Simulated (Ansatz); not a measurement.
Species: CH6BN2O, charge 0, multiplicity 2. It need not be the lowest isomer of its formula. 
Coordinates optimised at B3LYP-D3(BJ)/def2-TZVP (Ansatz, a quantum-chemistry and plane-wave program):
SMILES: [CH2]OB(N)N
```xyz
11

C      1.8689    -0.5428     0.0516
O      0.6890    -0.3294     0.6736
B     -0.4573     0.1172     0.0056
N     -0.5293     0.0843    -1.4088
N     -1.5005     0.5941     0.8325
H      2.1298     0.0768    -0.7986
H      2.6306    -1.0012     0.6642
H     -1.3409     0.3743    -1.9234
H      0.1447    -0.4146    -1.9617
H     -2.4032     0.8747     0.4975
H     -1.3914     0.6472     1.8293
```
Charge 0, spin multiplicity 2.

Property: atomisation energy (electronic, to ground-state atoms), in eV. Correlated levels leave the core frozen unless marked. Open shells are spin-unrestricted. Spin-orbit coupling is left out. No relativistic terms. The coupled-cluster limit lacks core correlation, which all-electron functionals hold. CBS marks a two-point X^-3 extrapolation of the correlation energy; Hartree-Fock from the larger set. The bracket is a focal-point correction in the basis named.

```csv
level,program,atomisation energy (eV),minus last row
HF/6-31G,Ansatz,28.79,-15.58
PBE-D4/def2-TZVPD,Ansatz + dftd4,45.86,1.49
BLYP-D3(BJ)/def2-TZVPD,Ansatz + dftd3,44.99,0.62
PBE0/def2-QZVPP,Ansatz,44.73,0.36
wB97X-V/def2-TZVPD,Ansatz,44.66,0.29
"MP2/CBS(cc-pVTZ,cc-pVQZ)",Ansatz,45.27,0.90
SCS-MP2/6-31G,Ansatz,37.07,-7.30
CCSD(T)/6-31G,Ansatz,36.74,-7.63
"RI-MP2/CBS(cc-pVTZ,cc-pVQZ)+[CCSD(T)-MP2]/cc-pVTZ",Ansatz,44.42,0.05
"CCSD(T)/CBS(cc-pVTZ,cc-pVQZ)",Ansatz,44.37,0.00
```
